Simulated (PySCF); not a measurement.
**Computed structure and properties of Ce(OH)3(H2O)**

System: Ce(OH)3(H2O) (singlet in the valence; each metal's 4f electrons, 1 of them, lie in its core potential, out of spins and levels); start: template (C1). Method: PySCF 2.14.0, RKS PBE0, Ce lcecp-1-SVP with ECP47, O def2-SVP, H def2-SVP; non-relativistic Hamiltonian with scalar-relativistic core potentials where named; density fitting; no spin-orbit coupling.

Input of the relaxation:

```python
mol = gto.M(atom='''
Ce     0.02343    -0.02104     0.02224
O      1.31773     1.27326     1.31654
H      2.08483     1.54536     1.83614
O     -1.27087    -1.31534     1.31654
H     -2.03797    -1.58744     1.83614
O      1.31773    -1.31534    -1.27206
H      1.58983    -2.08244    -1.79166
O     -1.44737     1.44976    -1.44856
H     -1.47367     2.41906    -1.47486
H     -2.10237     1.16166    -2.10356''',
    basis={'Ce': 'lcecp-1-SVP', 'O': 'def2-SVP', 'H': 'def2-SVP'},
    ecp={'Ce': 'lcecp-1-SVP'},
    charge=0, spin=0)
mf = dft.RKS(mol, xc='PBE0')
mf.grids.atom_grid = (50, 194)  # f atoms: unpruned, at least (60, 302)
mf = mf.density_fit()  # fitting sets: Ce AutoAux, O def2-universal-JKFIT, H def2-universal-JKFIT
mf.conv_tol = 1e-08; mf.max_cycle = 55
mf.kernel(dm0)  # dm0: converged density of the start geometry
# quasi-Newton relaxation in Cartesian coordinates to a largest gradient under 0.00045 Eh/bohr, steps kept in the point group
```

Run from Python with OMP_NUM_THREADS=2; the lines above give its settings. Where DIIS fails, smearing, a level shift and second-order steps follow.
It took 3.3 min on 2 threads of Arm Neoverse V1 (shared host), from the converged density of the start.

Course of the relaxation:

| step | energy above end (eV) | largest force component within the symmetry (eV/Å) |
| --- | --- | --- |
| 0 | 0.3829 | 1.470 |
| 1 | 0.1781 | 0.832 |
| 2 | 0.1088 | 0.912 |
| 3 | 0.0779 | 0.455 |
| 4 | 0.0605 | 0.377 |
| 5 | 0.0477 | 0.468 |
| 6 | 0.0283 | 0.186 |
| 7 | 0.0201 | 0.195 |
| 31 | 0.0006 | 0.031 |
| 32 | 0.0005 | 0.027 |
| 33 | 0.0004 | 0.055 |
| 34 | 0.0003 | 0.026 |
| 35 | 0.0001 | 0.020 |
| 36 | 0.0000 | 0.015 |
(The steps between are left out.)

Relaxed geometry (C1):

```xyz
10

Ce    0.2062   -0.2372    0.0898
O     1.3072    1.3224    1.1209
H     1.8607    1.9156    1.6284
O    -1.4886   -1.1015    1.1310
H    -2.1706   -1.5332    1.6443
O     1.2340   -1.5111   -1.3267
H     1.7284   -2.1060   -1.8899
O    -1.2353    1.3846   -1.3452
H    -1.3918    2.2833   -1.0308
H    -2.0490    1.1105   -1.7850
```

```
     contact      Å
 Ce1–O2 (OH)  2.170
 Ce1–O4 (OH)  2.169
 Ce1–O6 (OH)  2.165
Ce1–O8 (H2O)  2.601
```

On the finer grid (75, 302):

The HOMO is -6.96 eV. The LUMO is -0.57 eV and the dipole about the centre of mass is 4.31 D. The set of Mulliken populations of Ce1 outside the core potential is s 2.12, p 6.34, d 1.39, f 0.10 and the D3(BJ) dispersion energy (not in the energies) is -0.137 eV.

```
atom  Mulliken (e)  Löwdin (e)  spin (e)
 Ce1          1.06        0.68      0.00
  O2         -0.58       -0.37      0.00
  H3          0.17        0.07      0.00
  O4         -0.57       -0.37      0.00
  H5          0.17        0.07      0.00
  O6         -0.58       -0.37      0.00
  H7          0.17        0.07      0.00
  O8         -0.29       -0.02      0.00
  H9          0.22        0.13      0.00
 H10          0.22        0.12      0.00
```

The 4f levels lie in the core potential and are missing. Their spin isn't counted.

On the grid (50, 194), as all that follows. Harmonic modes: 1 unstable but soft, so probably a saddle point, though modes this soft are near the noise (counted below −25 cm⁻¹); lowest -29 cm⁻¹ (negative: unstable), highest 4002 cm⁻¹, zero-point energy 1.658 eV.

Taking off one OH (charge -1, singlet; the rest: singlet) in vacuum, both parts rigid, costs 10.13 eV; the small basis without counterpoise inflates it. Most of it is the attraction of opposite charges; other ways to part are cheaper, and one spin state was tried for the rest.

Rigid scan of OH along the line from its metal:

| distance to O2 (Å) | energy (eV) |
| --- | --- |
| 1.87 | 1.170 |
| 1.97 | 0.449 |
| 2.07 | 0.097 |
| 2.17 | 0.000 |
| 2.27 | 0.074 |
| 2.37 | 0.262 |
| 2.57 | 0.820 |
| 2.87 | 1.798 |
| 3.27 | 2.999 |
| 3.77 | 4.168 |

Taking off one H2O (charge 0, singlet; the rest: singlet) in vacuum, both parts rigid, costs 1.02 eV; the small basis without counterpoise inflates it.

Rigid scan of H2O along the line from its metal:

```tsv
distance to O8 (Å)	energy (eV)
2.30	0.280
2.40	0.105
2.50	0.022
2.60	0.000
2.70	0.017
2.80	0.058
3.00	0.174
3.30	0.358
3.70	0.558
4.20	0.724
```

One start shape was tried, so this needn't be the lowest isomer.

An lcecp potential fixes the number of 4f electrons, so in runs with it no electron can move into or out of that shell.
